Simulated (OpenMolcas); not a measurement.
**OpenMolcas run: Ce2+**

Input:

```
&GATEWAY
Coord
1

Ce 0.0 0.0 0.0
Basis=ANO-RCC-VTZP
Group=XYZ
NoMove
AngMom=0.0 0.0 0.0
AMFI
&SEWARD
&RASSCF
FileOrb=start.orb
Symmetry=1
Spin=3
nActEl=2 0 0
Inactive=15 12
Ras2=0 7
CIRoot=21 21 1
SDav=21
CIMx=300
Iter=120 100
PrWF=0.3
OrbListing=Nothing
MaxOrb=0
Atom
>>> COPY $Project.JobIph JOBPRE
&RASSCF
FileOrb=start.orb
Symmetry=1
Spin=3
nActEl=8 2 0
Inactive=15 9
Ras1=0 3
Ras2=0 7
CIRoot=21 21 1
SDav=500
CIMx=300
Iter=120 100
PrWF=0.3
OrbListing=Nothing
MaxOrb=0
Thrs=2.0e-7 1.0e-1 5.0e-4
Atom
LevShft=1.5
>>> COPY $Project.JobIph JOB001
&RASSCF
FileOrb=start.orb
Symmetry=1
Spin=1
nActEl=8 2 0
Inactive=15 9
Ras1=0 3
Ras2=0 7
CIRoot=27 27 1
SDav=2170
CIMx=300
Iter=120 100
PrWF=0.3
OrbListing=Nothing
MaxOrb=0
Thrs=2.0e-7 1.0e-1 5.0e-4
Atom
>>> COPY $Project.JobIph JOB002
&RASSI
NrOfJobIphs=2 21 27
1 2 3 4 5 6 7 8 9 10 11 12 13 14 15 16 17 18 19 20 21
1 2 3 4 5 6 7 8 9 10 11 12 13 14 15 16 17 18 19 20 21 22 23 24 25 26 27
IphNames
JOB001
JOB002
EJob
SpinOrbit
DIPRint=1.0
SOCoupling=1000.0
Subsets=2
MEES
Property=10
'ANGMOM' 1 'ANGMOM' 2 'ANGMOM' 3 'MLTPL  1' 1 'MLTPL  1' 2 'MLTPL  1' 3
'AMFI' 1 'AMFI' 2 'AMFI' 3 'MLTPL  2' 6
SOProperty=3
'ANGMOM' 1 'ANGMOM' 2 'ANGMOM' 3
```

Launched by
```bash
OMP_NUM_THREADS=1 MOLCAS_MEM=2252 MOLCAS_PROJECT=a pymolcas a.inp > a.log  # once for each step of the input, in one work folder
```

A driver script runs the steps one by one and writes start.orb anew before each from the orbitals found so far.

Output, cut to the results:

```
--- SEWARD ---
Basis set label: CE.ANO-RCC...8S7P5D3F2G1H.

      Electronic valence basis set:
      ------------------
      Associated Effective Charge  58.000000 au
      Associated Actual Charge     58.000000 au
      Nuclear Model: Point charge

      Shell  nPrim  nBasis  Cartesian Spherical Contaminant
         s      25       8        X
         p      22       7        X
         d      15       5                 X
         f      11       3                 X
         g       4       2                 X
         h       2       1                 X
                  Relativistic Douglas-Kroll-Hess integrals:
                    - DKH order of Hamiltonian: 2
                    - DKH order of Properties : 0
                  Atomic mean-field integrals
--- RASSCF ---
Wave function specifications:
      -----------------------------

      Number of closed shell electrons          48
      Number of electrons in active shells       8
      Max number of holes in RAS1 space          2
      Max nr of electrons in RAS3 space          0
      Number of inactive orbitals               24
      Number of active orbitals                 10
      Number of secondary orbitals              70
      Spin quantum number                      1.0
      State symmetry                             1
Orbital specifications:
      -----------------------

      Symmetry species                           1   2
                                                ag  au
      Frozen orbitals                            0   0
      Inactive orbitals                         15   9
      Active orbitals                            0  10
      RAS1 orbitals                              0   3
      RAS2 orbitals                              0   7
      RAS3 orbitals                              0   0
      Secondary orbitals                        36  34
      Deleted orbitals                           0   0
      Number of basis functions                 51  53
      Number of CSFs                          3045
      Number of root(s) required                21
      Iter CI   SX   CI       RASSCF       Energy    max ROT     max BLB   max BLB  Level Ln srch  Step   QN
          iter iter root      energy       change     param      element    value   shift minimum  type update
 Nr of preliminary CI iterations:   3
      Total energies have been shifted. Add                -8000.00 au
        1   1    8    0  -852.70458996    0.00E+00  -1.32E-01*   9  10 2  4.04E-03*  0.74   0.00    SX    NO
        2   3    8    0  -852.70739283   -2.80E-03*  6.75E-02    9  10 2  2.35E-03*  0.74   0.00    SX    NO
        3   3    7    0  -852.70815462   -7.62E-04*  4.11E-02    9  10 2  1.31E-03*  0.74   0.00    SX    NO
        4   3    7    0  -852.70841894   -2.64E-04*  2.79E-02    9  10 2  8.22E-04*  0.74   0.00    SX    NO
        5   3    7    0  -852.70853728   -1.18E-04*  3.66E-02    9  10 2  5.64E-04*  0.74   2.50    LS   YES
        6   4    9    0  -852.70863376   -9.65E-05*  4.61E-02    9  23 2 -5.23E-04*  0.74   2.50    LS   YES
        7   4    9    0  -852.70868614   -5.24E-05*  1.72E-02    9  23 2 -9.61E-04*  0.74   1.54    QN   YES
        8   3    8    0  -852.70869468   -8.53E-06*  1.08E-02   10  23 2  3.20E-04   0.74   1.65    LS   YES
        9   4    8    0  -852.70869566   -9.88E-07* -3.51E-04   12  27 1 -5.35E-04*  0.74   0.81    QN   YES
       10   2    7    0  -852.70869633   -6.66E-07*  9.63E-04    9  23 2 -1.03E-04   0.74   0.98    QN   YES
       11   3    6    0  -852.70869639   -5.56E-08   4.17E-04   10  20 2 -4.72E-05   0.74   1.52    QN   YES
      Convergence after 11 iterations
       12   3    6    0  -852.70869640   -1.01E-08   4.17E-04   10  20 2 -3.96E-06   0.74   1.52    QN   YES
      Natural orbitals and occupation numbers for root  1
      sym 2:   1.998523   1.998566   1.998325   0.520516   0.002146   0.002006   0.001137   0.478837   0.479137   0.520807
      Natural orbitals and occupation numbers for root  2
      sym 2:   1.998540   1.998561   1.998326   0.514087   0.001275   0.001546   0.001501   0.486041   0.514170   0.485954
      Natural orbitals and occupation numbers for root  3
      sym 2:   1.998350   1.998404   1.998270   0.001452   0.023659   0.384577   0.593400   0.024018   0.593387   0.384482
::    RASSCF root number  1 Total energy:  -8852.72931047
::    RASSCF root number  2 Total energy:  -8852.72931047
::    RASSCF root number  3 Total energy:  -8852.72931047
...
--- RASSI ---
SPIN-FREE ENERGIES:
  (Shifted by EMIN (a.u.) =      -8852.7293104740)

 SF State       Relative EMIN(au)   Rel lowest level(eV)    D:o, cm**(-1)      L_eff

     1             0.0000000000        0.0000000000              0.0000         5.0
     2             0.0000000000        0.0000000000              0.0000         5.0
     3             0.0000000000        0.0000000000              0.0000         5.0
     4             0.0000000000        0.0000000000              0.0000         5.0
     5             0.0000000000        0.0000000000              0.0000         5.0
     6             0.0000000000        0.0000000000              0.0000         5.0
     7             0.0000000000        0.0000000000              0.0000         5.0
     8             0.0000000000        0.0000000000              0.0000         5.0
     9             0.0000000000        0.0000000000              0.0000         5.0
    10             0.0000000000        0.0000000000              0.0000         5.0
    11             0.0000000000        0.0000000000              0.0000         5.0
    12             0.0202443890        0.5508778897           4443.1298         3.0
    13             0.0202443890        0.5508778897           4443.1298         3.0
    14             0.0202443890        0.5508778897           4443.1298         3.0
    15             0.0202443890        0.5508778897           4443.1298         3.0
    16             0.0202443890        0.5508778897           4443.1298         3.0
    17             0.0202443890        0.5508778897           4443.1298         3.0
    18             0.0202443890        0.5508778897           4443.1298         3.0
    22             0.0268354155        0.7302288554           5889.6929         4.0
    23             0.0268354155        0.7302288554           5889.6929         4.0
    24             0.0268354155        0.7302288554           5889.6929         4.0
...
```

Levels above the lowest, from the spin-orbit matrix, grouped by J:

```json
{"Configuration": "4f²", "Term": "³H", "J": "4", "E (cm⁻¹)": "0.0", "Measured (cm⁻¹)": "0.0", "Term weight %": "98", "Second": ""}
{"Configuration": "4f²", "Term": "³H", "J": "5", "E (cm⁻¹)": "1633", "Measured (cm⁻¹)": "1528", "Term weight %": "100", "Second": ""}
{"Configuration": "4f²", "Term": "³H", "J": "6", "E (cm⁻¹)": "3386", "Measured (cm⁻¹)": "3127", "Term weight %": "100", "Second": ""}
{"Configuration": "4f²", "Term": "³F", "J": "2", "E (cm⁻¹)": "5022", "Measured (cm⁻¹)": "3763", "Term weight %": "99", "Second": ""}
{"Configuration": "4f²", "Term": "³F", "J": "3", "E (cm⁻¹)": "6076", "Measured (cm⁻¹)": "4765", "Term weight %": "100", "Second": ""}
{"Configuration": "4f²", "Term": "³F", "J": "4", "E (cm⁻¹)": "6451", "Measured (cm⁻¹)": "5006", "Term weight %": "65", "Second": "34 ¹G"}
{"Configuration": "4f²", "Term": "¹G", "J": "4", "E (cm⁻¹)": "8780", "Measured (cm⁻¹)": "7120", "Term weight %": "64", "Second": "35 ³F"}
{"Configuration": "4f²", "Term": "¹D", "J": "2", "E (cm⁻¹)": "17547", "Measured (cm⁻¹)": "12835", "Term weight %": "95", "Second": "4 ³P"}
{"Configuration": "4f²", "Term": "¹I", "J": "6", "E (cm⁻¹)": "21949", "Measured (cm⁻¹)": "17421", "Term weight %": "100", "Second": ""}
{"Configuration": "4f²", "Term": "³P", "J": "0", "E (cm⁻¹)": "22639", "Measured (cm⁻¹)": "16072", "Term weight %": "100", "Second": ""}
{"Configuration": "4f²", "Term": "³P", "J": "1", "E (cm⁻¹)": "22936", "Measured (cm⁻¹)": "16524", "Term weight %": "100", "Second": ""}
{"Configuration": "4f²", "Term": "³P", "J": "2", "E (cm⁻¹)": "23785", "Measured (cm⁻¹)": "17317", "Term weight %": "96", "Second": "4 ¹D"}
```

Against the 11 measured excited levels shown (Martin, Zalubas and Hagan, Atomic Energy Levels: The Rare-Earth Elements, NSRDS-NBS 60 (1978)) the mean absolute deviation is 3200 cm-1; the largest miss in energy is 4f² ³P₀: computed 22639, measured 16072 cm⁻¹ (+40.9 %).

High states are left out of the spin-orbit mixing, which shifts the levels that they would mix with. Without dynamic correlation excited terms often stand tens of per cent too high (terms of higher spin than the ground term too low), and those without a measured partner can miss by more than the paired ones. Some levels mix across a computed gap that differs much from the measured one, so their mixing is not that of the real levels. Active for correlation alone: 5p; no level in the range computed is led by a configuration that opens it, so any true level of that kind is missing. Computed and measured levels are paired by configuration, term and J; levels that our copy of the source lacks, or whose pairing is in doubt (as where it misses far off the trend of its configuration), stay unpaired and out of the deviations. Levels of configurations outside the active space are missing. The first state left out of the spin-orbit step lies near 50000 cm-1 above the lowest spin-free state of the reference (among the parities and spins computed), and the list stops at four fifths of that energy or lower.

The RASSCF and RASSI steps took 5.9 min on 1 thread of Arm Neoverse V1 (shared host); the integral step is not counted.

The term weight is that of the spin-free term in the level, not the purity of its configuration.
